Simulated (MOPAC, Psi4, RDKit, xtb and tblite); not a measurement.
Conformational energy of SMILES COc1cccc(C#N)c1 (C8H7NO). Scanned: dihedral C1–O2–C3–C4; all other coordinates were relaxed at GFN2-xTB. Points at φ and −φ are mirror images. Heavy atoms are numbered in the order of the SMILES COc1cccc(C#N)c1, hydrogens after them in the order of the atoms that carry them; the mirror image has the same energies with the sign of each dihedral reversed.

- UFF // GFN2-xTB (RDKit)
- GFN2-xTB (xtb and tblite)
- PM7, restricted, heats of formation // GFN2-xTB (MOPAC)
- PBE-D3(BJ)/def2-SVP // GFN2-xTB (Psi4)

Energies relative to the lowest point of each profile, in mEh; the last columns give the difference from PBE-D3(BJ):

| φ / ° | UFF | GFN2-xTB | PM7 | PBE-D3(BJ)/def2-SVP | UFF − PBE-D3(BJ)/def2-SVP | GFN2-xTB − PBE-D3(BJ)/def2-SVP | PM7 − PBE-D3(BJ)/def2-SVP |
|---|---|---|---|---|---|---|---|
| -150 | 2.2 | 2.3 | 1.5 | 2.5 | -0.4 | -0.2 | -1.0 |
| -120 | 5.3 | 6.9 | 3.6 | 6.8 | -1.5 | 0.0 | -3.2 |
| -90 | 8.2 | 8.4 | 4.3 | 8.1 | 0.1 | 0.3 | -3.8 |
| -60 | 4.9 | 6.7 | 3.6 | 6.8 | -1.9 | -0.1 | -3.2 |
| -30 | 1.7 | 2.5 | 1.8 | 2.8 | -1.1 | -0.4 | -1.1 |
| 0 | 0.0 | 0.5 | 0.8 | 0.6 | -0.6 | -0.1 | 0.2 |
| 30 | 1.7 | 2.5 | 1.8 | 2.8 | -1.1 | -0.4 | -1.1 |
| 60 | 4.9 | 6.7 | 3.6 | 6.8 | -1.9 | -0.1 | -3.2 |
| 90 | 8.2 | 8.4 | 4.3 | 8.1 | 0.1 | 0.3 | -3.8 |
| 120 | 5.3 | 6.9 | 3.6 | 6.8 | -1.5 | 0.0 | -3.2 |
| 150 | 2.2 | 2.3 | 1.5 | 2.5 | -0.4 | -0.2 | -1.0 |
| 180 | 0.5 | 0.0 | 0.0 | 0.0 | 0.5 | 0.0 | 0.0 |

UFF is furthest from PBE-D3(BJ)/def2-SVP at -60 (-1.9 mEh, below); its mean absolute difference over the points is 0.9 mEh.

GFN2-xTB is furthest from PBE-D3(BJ)/def2-SVP at -30 (-0.4 mEh, below); its mean absolute difference over the points is 0.2 mEh.

PM7 is furthest from PBE-D3(BJ)/def2-SVP at -90 (-3.8 mEh, below); its mean absolute difference over the points is 2.1 mEh.
